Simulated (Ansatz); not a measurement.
`OC(F)F` and `[OH][SnH]([F])[F]` differ in one element.

Ansatz, PBE0-D4/def2-TZVP geometries, multiplicity 1. Each molecule was computed in one conformer, which needn't be the lowest.

Elements past krypton have def2 core potentials.

```csv
property,`OC(F)F`
HOMO–LUMO gap (B3LYP/def2-TZVPP) / eV,10.45
HOMO–LUMO gap (ωB97M-V/def2-TZVPP) / eV,15.13
size of the dipole moment (PBE/def2-TZVPP) / D,0.76
LUMO energy (B3LYP/def2-TZVPP) / eV,0.68
HOMO energy (B3LYP/def2-TZVPP) / eV,-9.77
size of the dipole moment (ωB97M-V/def2-TZVPP) / D,0.76
```

Question: What does the change do to each property? (An estimate is asked.)

Answer: Computed: 
```
                                          property  `[OH][SnH]([F])[F]`  shift
             HOMO–LUMO gap (B3LYP/def2-TZVPP) / eV                 7.41  -3.04
           HOMO–LUMO gap (ωB97M-V/def2-TZVPP) / eV                12.59  -2.54
    size of the dipole moment (PBE/def2-TZVPP) / D                 1.78   1.02
               LUMO energy (B3LYP/def2-TZVPP) / eV                -2.04  -2.72
               HOMO energy (B3LYP/def2-TZVPP) / eV                -9.45   0.32
size of the dipole moment (ωB97M-V/def2-TZVPP) / D                 1.88   1.12
```

With PBE0 the HOMO rises by 0.32 eV and the LUMO falls by 2.78 eV, so the gap narrows by about 3.10 eV. PBE moves the HOMO by 0.18 eV and ωB97M-V by 0.33 eV. Dipoles are sizes alone; their direction can turn.

B3LYP here is the variant with VWN-RPA as its local correlation; programs differ in this.
